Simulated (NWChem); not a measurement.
C$_{4}$H$_{7}$N; SMILES CN1C=CC1

```xyz
12

C      0.0388     1.7398     0.2173
N      0.0274     0.4433    -0.4463
C      0.9895    -0.5435    -0.0808
C      0.1174    -1.5241     0.2168
C     -1.0242    -0.5608    -0.0547
H     -0.8100     2.3370    -0.1333
H      0.9580     2.2713    -0.0539
H     -0.0085     1.6740     1.3192
H      2.0685    -0.4192    -0.1270
H      0.1800    -2.5906     0.3842
H     -1.6025    -0.2441     0.8218
H     -1.7059    -0.8008    -0.8791
```
Atoms are numbered in this order, from 1.

Results from NWChem. Medium grid unless said otherwise, to which SCAN and Minnesota functionals are sensitive. The geometry was optimised at B3LYP/6-31G* (spherical d). Total energies of different functionals are on different scales.

```
level                   energy (Ha)  highest occupied level (eV)  orbital gap (eV)  dipole (D)
----------------------  -----------  ---------------------------  ----------------  ----------
PBE/def2-TZVP             -211.1117                        -4.81              4.35        0.76
B3LYP/def2-TZVP           -211.3931                        -5.78              6.02        0.75
r2SCAN/def2-TZVP          -211.2579                        -5.01              4.77        0.76
Hartree-Fock/def2-TZVP    -209.9868                        -8.65             12.47        0.78
BLYP/def2-TZVP            -211.2910                        -4.68              4.31        0.73
```
